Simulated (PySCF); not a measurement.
H₃InO, SMILES [OH][InH2]. Atoms are numbered in the order given.

```xyz
5

In     0.0030     0.2872     0.0000
H     -1.5652     0.9824     0.0000
H      1.6151     0.9043     0.0000
O     -0.1203    -1.7283     0.0000
H      0.7637    -2.1326     0.0000
```
Charge 0, spin multiplicity 1.

Coordinates come from a PBE-D3(BJ)/def2-TZVP optimisation. The def2 effective core potentials stand for the cores of In; spin–orbit coupling is left out.

Level of theory: PBE-D3(BJ)/def2-TZVP (PySCF).

Frequencies are harmonic and unscaled.

```
mode  ν (cm⁻¹)  IR (km/mol)  Raman (Å⁴/amu)  depolarisation  moving atoms (share of kinetic energy)
----  --------  -----------  --------------  --------------  --------------------------------------
1          362         48.0            16.3            0.74                                  H 93 %
2          417         98.7             2.3            0.75                                  H 92 %
3          516        185.2             4.7            0.18                  H 69 %, O 23 %, In 8 %
4          521         60.7             0.6            0.75                                  H 97 %
5          574          2.1            17.5            0.43                          O 63 %, H 32 %
6          792         79.6             1.5            0.75                                  H 92 %
7         1765        110.3           299.9            0.17                                  H 99 %
8         1814        176.0           145.3            0.26                                  H 99 %
9         3723         34.0           127.5            0.22                                  H 94 %
```
